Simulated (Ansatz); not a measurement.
The lowest singlet and triplet of H2Sn (SMILES [SnH2]); geometries from B3LYP-D3(BJ)/def2-TZVP, each state relaxed from the structure named, with no frequency check.
Singlet (charge 0, multiplicity 1):
```xyz
3

Sn     0.000     0.048     0.000
H     -1.262    -1.208     0.000
H      1.269    -1.201     0.000
```
Triplet (charge 0, multiplicity 3):
```xyz
3

Sn    -0.00009     0.03367     0.00000
H     -1.48727    -0.84553     0.00000
H      1.49159    -0.83789     0.00000
```

A positive gap puts the triplet lower; no zero-point energy. R- takes a restricted singlet. U- takes an unrestricted singlet (broken symmetry where lower, unprojected). The triplet is unrestricted in single-reference levels. Active spaces average the two states.

Cores are frozen in the correlated methods. Filled d and f shells under p-block atoms count as core.

Codes used: Ansatz (a first-principles code) with Gaussian orbitals. Values without a source in brackets are computed. In def2 rows elements past Kr take small-core potentials, without spin–orbit coupling.

```csv
level,"gap E(singlet) − E(triplet), adiabatic (kcal/mol)"
R-SVWN5/def2-TZVPP,-28.49
R-PBE/def2-TZVPP,-27.56
U-B3LYP/def2-TZVPP,(withheld)
R-PBE0/def2-TZVPP,-25.47
U-wB97M-V/def2-TZVPP,-28.03
R-CCSD(T)/def2-QZVPP,-25.67
R-CCSDT(Q)/def2-SVP,-24.07
"SC-NEVPT2 on SA-CASSCF(6,6)/def2-TZVPP",-25.41
FCI/def2-SVP,-24.54
```

Task: Fill in the missing entries.

Result: 
- U-B3LYP/def2-TZVPP, gap E(singlet) − E(triplet), adiabatic (kcal/mol): -30.17

Doubts at one or more of the structures used: a restricted determinant that unrestricted orbitals would lower (R-CCSD(T)/def2-QZVPP, R-CCSDT(Q)/def2-SVP).
